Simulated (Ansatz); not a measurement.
`CN[SiH](N)O` → `NC(N)(O)[SiH3]`  (isomerisation)

Calculated with Ansatz (gas phase, PBE0-D4/def2-TZVP geometries, no zero-point term in ΔE). CBS: MP2 limit from def2 TZ/QZ plus the TZ coupled-cluster correction, frozen cores. DFT in def2-TZVPP. One conformer a species, not always the lowest.

| species | PBE0-D4 energy (Eh) |
| --- | --- |
| `CN[SiH](N)O` | -516.98881 |
| `NC(N)(O)[SiH3]` | -516.86123 |

Work out ΔE.

ΔE = (-516.86123) − (-516.98881) = 0.12758 Eh = +3.47 eV. CCSD(T)/CBS gives +3.67 eV.

Largest T1 diagnostic among the species: 0.012.

From PBE to PBE0 (25 % exact exchange), in def2-TZVPP and without D4, ΔE moves by +0.17 eV. In def2-TZVPP, CCSD(T) changes the Hartree–Fock value by −0.29 eV (the triples alone add −0.07 eV) and MP2 by −0.14 eV.
